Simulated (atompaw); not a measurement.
**Reading a pseudo-wave (Co)**

Columns: radius, all-electron u(r) and pseudo u(r) of the 3p shell (level -103.70 eV) of cobalt in the configuration [Ne] 3s2 3p6 3d6 4s0 4p0; LDA (PW92), scalar-relativistic, PAW (atompaw) scheme, atompaw 4.2.0.5.

```tsv
r (bohr)	all-electron	pseudo
0.065	-0.3969	0.0176
0.131	-0.6346	0.0703
0.196	-0.4871	0.1527
0.262	-0.1328	0.2611
0.327	0.2591	0.3844
0.392	0.6059	0.5155
0.458	0.8757	0.6470
0.523	1.0550	0.7661
0.588	1.1576	0.8671
0.654	1.1987	0.9450
0.719	1.1925	0.9934
0.785	1.1528	1.0125
0.850	1.0921	1.0028
0.915	1.0186	0.9684
0.981	0.9371	0.9134
1.046	0.8548	0.8457
1.112	0.7725	0.7701
1.177	0.6945	0.6941
1.242	0.6210	0.6210
1.308	0.5516	0.5516
1.373	0.4890	0.4890
1.438	0.4319	0.4319
1.504	0.3796	0.3796
1.569	0.3333	0.3333
1.635	0.2914	0.2914
1.700	0.2547	0.2547
```

**Question.** How many radial nodes do the two functions have?

**Answer.** The all-electron 3p function has n − l − 1 = 1; the pseudo-wave has 0, since the states of the same l below it are removed with the core.

**Question.** At about which radius was the pseudo-wave matched?

**Answer.** 1.30 bohr. The columns agree to 0.0005 from 1.18 bohr on; several derivatives are matched, so the curves merge somewhat inside the radius.

**Question.** Is the pseudo-wave norm-conserving?

**Answer.** No, it belongs to a PAW set: the norm inside the radius is not constrained, and the difference is carried by the augmentation charge.
